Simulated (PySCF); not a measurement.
**Relaxation of doublet RuON**

Computed with UPBE0/[Ru def2-TZVP with ECP28, O def2-TZVP, N def2-TZVP], scalar-relativistic core potentials, density fitting, no spin–orbit coupling, PySCF. A (50,194) grid was used.

A hand-made linear start, of C∞v symmetry, held to at least that symmetry:

```xyz
3
charge 0 multiplicity 2, angstrom
Ru    0.0000    0.0000    0.0226
O     0.0000    0.0000   -1.6874
N     0.0000    0.0000    1.7626
```

Optimiser trace:
| step | E − E(last) (kJ/mol) | largest gradient (Eh/bohr) |
| --- | --- | --- |
| 0 | 20.41 | 0.06230 |
| 1 | 4.62 | 0.03077 |
| 2 | 1.40 | 0.01498 |
| 3 | 0.21 | 0.00509 |
| 4 | 0.02 | 0.00136 |
| 5 | 0.00 | 0.00030 |
| 6 | 0.00 | 0.00004 |

It ends at C∞v with Ru–N 1.604 Å, Ru–O 1.751 Å; N–Ru–O 180.0°. A frequency run shows 1 imaginary mode, down to 78i cm⁻¹, so it is a saddle point. Other isomers or separated fragments may lie lower.

Final geometry:
```xyz
3
charge 0 multiplicity 2, angstrom
Ru    0.0000    0.0000    0.0420
O     0.0000    0.0000   -1.7089
N     0.0000    0.0000    1.6461
```

With open d or f shells other occupations or spin states may lie lower.
